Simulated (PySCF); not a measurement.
Compound: C6H14AlFO2.
Structure used (PBE0-D3(BJ)/def2-SVP), in Å, numbered top down from 1:
```
atom  x, y, z in Å
C1     3.7273   -0.2458   -1.1297
O2     2.6308    0.4123   -0.6061
Al3    1.3199    1.3053   -1.2962
O4     0.0112   -0.1797   -1.3934
C5     0.1498   -1.3309   -0.5247
C6    -1.2666   -1.8541   -0.3483
C7    -2.1358   -0.6175   -0.5885
C8    -2.2386    0.2645    0.6446
F9    -2.7410   -0.4619    1.6944
C10   -1.3676    0.0733   -1.7008
H11    4.6469    0.0014   -0.5664
H12    3.9228    0.0026   -2.1928
H13    3.6109   -1.3481   -1.0753
H14    1.4219    1.7546   -2.8292
H15    0.5439    2.2313   -0.2433
H16    0.6165   -0.9885    0.4098
H17    0.8322   -2.0434   -1.0071
H18   -1.4352   -2.2862    0.6472
H19   -1.4972   -2.6260   -1.0977
H20   -3.1486   -0.8968   -0.9166
H21   -2.9107    1.1175    0.4516
H22   -1.2520    0.6698    0.9296
H23   -1.5092    1.1645   -1.7422
H24   -1.5973   -0.3538   -2.6894
```

Level of theory: PBE0-D3(BJ)/def2-SVP geometry optimisation, gas phase (PySCF).

(1) Which atoms are bound to Al3, and at what distances?

(2) List the angles at Al3.

(3) What is the shape at Al3?

(4) What are the other bond lengths?

(5) Give some angles away from the centre.

(6) What are the rotational constants (commonest isotopes, rigid rotor)?

## Answers

(1) 4 atoms: H14 1.601 Å, H15 1.603 Å, O2 1.730 Å, O4 1.982 Å. The nearest atom not counted as bound is H23, at 2.87 Å (others tie with it).

(2) 
```csv
angle,degrees,distance of the outer atoms (Å)
H14–Al3–H15,119.9,2.77
O2–Al3–H14,118.6,2.86
O2–Al3–H15,113.8,2.79
O4–Al3–H14,101.9,2.79
O4–Al3–H15,98.4,2.72
O2–Al3–O4,97.7,2.80
```

(3) Distorted tetrahedral: angles from 97.7° to 119.9°; τ4 = (360° − α − β)/141° = 0.86 with α and β the two widest (0 for a square, 1 for a tetrahedron). The Al–O distances aren't all alike: 1.730 to 1.982 Å.

(4) C1–O2 1.382 Å; O4–C5 1.449 Å; C5–C6 1.520 Å; C6–C7 1.531 Å; C7–C8 1.520 Å; C8–F9 1.372 Å; C7–C10 1.518 Å; O4–C10 1.435 Å. (A selection.)

(5) C1–O2–Al3 134.1°, Al3–O4–C5 120.2°, Al3–O4–C10 120.9°, C5–O4–C10 111.1°, O4–C5–C6 104.7°, C5–C6–C7 103.5°, C6–C7–C8 112.3°, C6–C7–C10 101.3°, C8–C7–C10 111.4°, C7–C8–F9 109.8°.

(6) A = 2076, B = 558.4, C = 544.6 MHz: a near-prolate asymmetric top.

Point group: C1 (no symmetry element, even within 0.4 Å). Charge 0, singlet. PBE0-D3(BJ)/def2-SVP frequencies: not computed here.

One conformer stands for the species.
